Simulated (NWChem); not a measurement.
# CH4AlFO; SMILES [CH3][Al]([OH])[F]

```xyz
8

Al    -0.0050    -0.0488     0.0000
F     -1.4376    -0.9053     0.0000
C     -0.0024     1.8819     0.0000
H     -0.5276     2.2766    -0.8848
H      1.0217     2.2841     0.0000
H     -0.5276     2.2766     0.8848
O      1.4424    -0.9323     0.0000
H      1.5130    -1.8881     0.0000
```
Atoms are numbered in this order, from 1.

Coordinates come from a PBE0/def2-SVP optimisation.

Symmetry labels are those of Cs in the frame above (b1 and b2, or b-type labels, depend on it).

Question: List the 4 lowest vertical singlet excitations from CAM-B3LYP/def2-SVPD, TDA (NWChem).

Answer: 
```
state  energy (eV)  oscillator strength  symmetry  leading excitation (squared amplitude)
-----  -----------  -------------------  --------  --------------------------------------
S1            7.55                0.159        a'                      HOMO → LUMO (0.88)
S2            7.56                0.032        a"                    HOMO−1 → LUMO (0.83)
S3            7.96                0.071        a"                    HOMO → LUMO+1 (0.88)
S4            7.98                0.089        a'                    HOMO−2 → LUMO (0.80)
```
